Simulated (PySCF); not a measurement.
# Peak assignment

Numbering as in the mapped SMILES `[SiH3:1][O:2][SiH2:3][O:4][SiH2:5][CH:6]1[CH2:7][CH2:8]1` (H(Xn): hydrogen on atom n). Ha(C7), Ha(C8) are cis to Si5 on the ring; Hb(C7), Hb(C8) are trans to Si5 on the ring.

[PySCF: PBE0-D3(BJ)/def2-SVP geometry; shieldings: GIAO CAM-B3LYP/pcSseg-1; fast rotation and ring inversion assumed for equivalent nuclei; relativity neglected; one computed conformer; in vacuum]

Referencing at the same level of theory: 13C and 1H against TMS.

Q: Assign these signals to the numbered atoms. 13C{1H} NMR (computed): δ 3.4 (CH2), -2.1 (CH).

A: 
```tsv
δ (ppm)	atoms	environment	reason
3.4	C7/C8	three-membered-ring carbon	carbons of three-membered rings are unusually shielded
-2.1	C6	three-membered-ring carbon	–
```

Q: Assign these signals to the numbered atoms. 1H NMR (400 MHz, computed): δ 5.00 (s, 3H), 4.85 (s, 2H), 4.60 (d, 2H), 0.75 (m, 2H), 0.42 (m, 2H), -0.10 (m, 1H).

A: 
| δ (ppm) | atoms | environment | reason |
| --- | --- | --- | --- |
| 5.00 | H(Si1) | hydrogen on a silicon bonded to O | – |
| 4.85 | H(Si3) | hydrogen on a silicon bonded to 2 O | – |
| 4.60 | H(Si5) | hydrogen on a silicon bonded to C, O | – |
| 0.75 | Hb(C7)/Hb(C8) | hydrogen on a three-membered-ring carbon | cyclopropane-type protons are shielded by the ring |
| 0.42 | Ha(C7)/Ha(C8) | hydrogen on a three-membered-ring carbon | – |
| -0.10 | H(C6) | hydrogen on a three-membered-ring carbon | – |

Shifts are as computed, not scaled to solution data. Of 1211 compounds with measured shifts, 218 miss one by over three times the rms of a fit or turn the order of signals round; such compounds aren't used in these exercises. No couplings were computed; multiplicities are counted from neighbouring protons, with m where these are inequivalent, close in shift, in a saturated or five-membered ring or joined by F or P, and br s for small geminal =CH2 splittings.
